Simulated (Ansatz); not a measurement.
# Breaking a bond in [SnH5]− (SMILES [H][Sn-]([H])([H])([H])[H])

[SnH5]−: 6 atoms, total charge -1, spin state singlet. As SMILES, `[H][Sn-]([H])([H])([H])[H]`. Geometry: a GFN2-xTB relaxation, a rough one for these elements and not checked as a minimum.

```jsonl
{"atom": "Sn", "x (Å)": "0.0004", "y (Å)": "-0.0014", "z (Å)": "0.0004"}
{"atom": "H", "x (Å)": "-0.0201", "y (Å)": "-0.0063", "z (Å)": "1.8858"}
{"atom": "H", "x (Å)": "0.0203", "y (Å)": "0.0107", "z (Å)": "-1.8880"}
{"atom": "H", "x (Å)": "1.7828", "y (Å)": "0.0108", "z (Å)": "0.0189"}
{"atom": "H", "x (Å)": "-0.9025", "y (Å)": "1.5360", "z (Å)": "-0.0034"}
{"atom": "H", "x (Å)": "-0.8810", "y (Å)": "-1.5498", "z (Å)": "-0.0136"}
```

The Sn1–H2 distance is scanned; the parts on either side stay rigid. Basis STO-3G, 18 core orbitals frozen in the correlated methods; program Ansatz 0.2.0. FCI is exact within this basis and core. Energies in eV from each method's value at 1.885 Å; methods without a U are spin-restricted. The set has no diffuse functions, which an anion needs. The shape above is that at 1.885 Å.

```tsv
distance (Å)	PBE0	B3LYP	wB97X	RPA@PBE
1.885	0.00	0.00	0.00	0.00
2.357	1.15	1.10	1.24	1.10
2.828	2.57	2.46	2.81	2.42
3.771	4.35	4.17	4.90	3.62
```

Q: Estimate the FCI curve, and say how far off each method is.

A: 
```tsv
distance (Å)	FCI
1.885	0.00
2.357	1.23
2.828	2.77
3.771	4.66
```

Departure from the FCI curve at its largest: PBE0 -0.31 eV at 3.77 Å; B3LYP -0.49 eV at 3.77 Å; wB97X +0.24 eV at 3.77 Å; RPA@PBE -1.04 eV at 3.77 Å. For the functionals part of the departure is owed to the small basis.
